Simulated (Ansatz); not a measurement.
BS-, closed-shell singlet (lowest of 2S+1 = 1, 3, 5 at CCSD(T)/def2-TZVPP on PBE0 minima; our sources give no spin for the ground state, which may be another), most abundant isotopes (11.0093 and 31.9721 u). Constants from fifth-degree fits in 1/R to seven points on the lowest solution found; no spin–orbit coupling, no relativity up to Kr; ω_e x_e and α_e move by some per cent with the fit.

Cores are frozen in the correlated methods. CBS: X⁻³ extrapolation of the correlation energy, Hartree–Fock from the larger set.

Codes used: Ansatz (Gaussian basis) for Hartree–Fock, density functionals and correlated methods. Values without a source in brackets are computed.

```
level                                          r_e (Å)  ω_e (cm⁻¹)  ω_e x_e (cm⁻¹)  α_e (cm⁻¹)
---------------------------------------------  -------  ----------  --------------  ----------
PBE/def2-TZVPP                                  1.6976       973.6            5.37     0.00589
CCSD(T)/CBS(aug-cc-pV(Q+d)Z, aug-cc-pV(5+d)Z)   1.6902       990.6            5.35     0.00582
```

**Question.** Derive the rotational constants, the centrifugal constant, the fundamental, the zero-point energy and the force constant.

**Answer.** 
μ = 8.18937 u.
- PBE/def2-TZVPP: B_e = 16.8576/(μ r_e²) = 0.71431 cm⁻¹; B₀ = B_e − α_e/2 = 0.71137 cm⁻¹; D = 4B_e³/ω_e² = 1.54e-06 cm⁻¹; fundamental ω_e − 2ω_e x_e = 963 cm⁻¹; zero-point energy ω_e/2 − ω_e x_e/4 = 485 cm⁻¹; k = μ(2πcω_e)² = 457 N/m; the line J = 1 ← 0 at 2B₀ = 42.65 GHz
- CCSD(T)/CBS(aug-cc-pV(Q+d)Z, aug-cc-pV(5+d)Z): B_e = 16.8576/(μ r_e²) = 0.72057 cm⁻¹; B₀ = B_e − α_e/2 = 0.71765 cm⁻¹; D = 4B_e³/ω_e² = 1.53e-06 cm⁻¹; fundamental ω_e − 2ω_e x_e = 980 cm⁻¹; zero-point energy ω_e/2 − ω_e x_e/4 = 494 cm⁻¹; k = μ(2πcω_e)² = 473 N/m; the line J = 1 ← 0 at 2B₀ = 43.03 GHz

Ansatz is a quantum-chemistry and plane-wave program.
